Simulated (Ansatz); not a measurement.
## Counterpoise correction, worked out

The pair of Cu⁺ (SMILES [Cu+], atom 1) and C2H4 (SMILES C=C, atoms 2–7), both closed shells, in one local arrangement (a lower one may exist), relaxed at PBE0-D4/def2-TZVP:

```tsv
atom	x (Å)	y (Å)	z (Å)
Cu1	0.0602	0.1399	-1.7476
C2	0.6697	0.0516	0.2626
C3	-0.6857	-0.0890	0.2047
H4	1.3234	-0.8167	0.3026
H5	1.1267	1.0218	0.4431
H6	-1.3454	0.7654	0.3374
H7	-1.1487	-1.0731	0.1970
```

Computed with Ansatz 0.2.0 (basis: def2-TZVPPD); correlated methods freeze the cores. The 3s and 3p shells of Cu and Zn are frozen; filled d shells are correlated.

CCSD(T) total energies in eV:

| system | geometry | basis functions | energy |
| --- | --- | --- | --- |
| pair | pair | all | -46738.25728 |
| Cu⁺ | as in the pair | all (partner as ghosts) | -44602.04007 |
| C2H4 | as in the pair | all (partner as ghosts) | -2134.46272 |
| Cu⁺ | as in the pair | its own | -44601.95759 |
| C2H4 | as in the pair | its own | -2134.43903 |
| Cu⁺ | free (PBE0-D4 minimum) | its own | -44601.95759 |
| C2H4 | free (PBE0-D4 minimum) | its own | -2134.49518 |

Q: Work out the interaction energy with and without the counterpoise correction, the superposition error, and the binding energy from the relaxed fragments.

A: Without correction: -46738.25728 − (-44601.95759) − (-2134.43903) = -1.86066 eV.
With correction (each fragment in the whole basis): -46738.25728 − (-44602.04007) − (-2134.46272) = -1.75449 eV = -40.46 kcal/mol.
The superposition error is the difference, 0.10617 eV, 6 % of the uncorrected value: each fragment borrows its partner's functions.
Deformation from the free shapes: 0.00000 eV for Cu⁺ and 0.05615 eV for C2H4.
Binding energy from relaxed fragments: -1.75449 + 0.00000 + 0.05615 = -1.69834 eV = -39.16 kcal/mol (electronic, without zero-point energy; negative means bound). For comparison, the corrected interaction energy by CCSD(T) at an estimated basis limit (MP2 extrapolated from triple and quadruple zeta, plus CCSD(T) − MP2 in triple zeta) is -1.935 eV; triple zeta with the correction binds less.

No T1 diagnostic of these runs exceeds 0.019. The restricted Hartree–Fock reference is unstable towards an unrestricted one at one or more of these structures.

For scale, one of the runs: CCSD(T)/def2-TZVPPD, 209 basis functions, launched by `ansatz run in.yaml --threads 4 --pin off --events-out ev --progress --plain --max-ram 9574MiB`. Hardware: 4 CPU threads of an Arm Neoverse V1, shared host. Wall time 9.5 s; peak host memory 1.5 GiB.
